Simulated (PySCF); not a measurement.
## Frontier levels across methods

Species: aluminum trichloride, AlCl3.
Cartesian coordinates in Å at the PBE0-D3(BJ)/def2-SVP level; atoms count from 1:
```xyz
4
AlCl3 angstrom
Cl     2.065   -0.291    0.015
Al     0.007   -0.002   -0.014
Cl    -0.760    1.928   -0.004
Cl    -1.291   -1.625   -0.043
```

Basis pcSseg-2 throughout (PySCF), one geometry. Geometry: PBE0-D3(BJ)/def2-SVP; no solvent, vibrations or thermal averaging.

Problem. How do the orbital energies, the gap and the dipole change with the method?

Solution. 
```json
{"method": "B97-2", "kind": "global hybrid", "HOMO (eV)": "-9.20", "LUMO (eV)": "-1.38", "gap (eV)": "7.82", "μ (D)": "0.04", "SCF cycles": "12"}
{"method": "PBE0", "kind": "global hybrid", "HOMO (eV)": "-9.47", "LUMO (eV)": "-1.41", "gap (eV)": "8.06", "μ (D)": "0.04", "SCF cycles": "12"}
{"method": "mPW1PW91", "kind": "global hybrid", "HOMO (eV)": "-9.49", "LUMO (eV)": "-1.39", "gap (eV)": "8.09", "μ (D)": "0.04", "SCF cycles": "12"}
{"method": "BHandHLYP", "kind": "global hybrid", "HOMO (eV)": "-10.72", "LUMO (eV)": "-0.57", "gap (eV)": "10.14", "μ (D)": "0.04", "SCF cycles": "11"}
{"method": "CAM-B3LYP", "kind": "range-separated hybrid", "HOMO (eV)": "-10.83", "LUMO (eV)": "-0.46", "gap (eV)": "10.37", "μ (D)": "0.04", "SCF cycles": "11"}
{"method": "wB97X-D", "kind": "range-separated hybrid", "HOMO (eV)": "-11.35", "LUMO (eV)": "0.35", "gap (eV)": "11.70", "μ (D)": "0.04", "SCF cycles": "12"}
{"method": "LC-wPBE", "kind": "range-separated hybrid", "HOMO (eV)": "-12.30", "LUMO (eV)": "0.73", "gap (eV)": "13.02", "μ (D)": "0.04", "SCF cycles": "12"}
```

The HOMO spans 3.10 eV, from B97-2 down to LC-wPBE, and the gap runs from 7.82 eV (B97-2) to 13.02 eV (LC-wPBE). Over the methods B97-2 (21 %), PBE0 (25 %), mPW1PW91 (25 %), BHandHLYP (50 %), a straight line through the gap against the share of exact exchange rises by 0.81 eV for each 10 % (correlation coefficient 0.999). The dipole ranges from 0.04 D (PBE0) to 0.04 D (LC-wPBE). This basis has no diffuse functions.
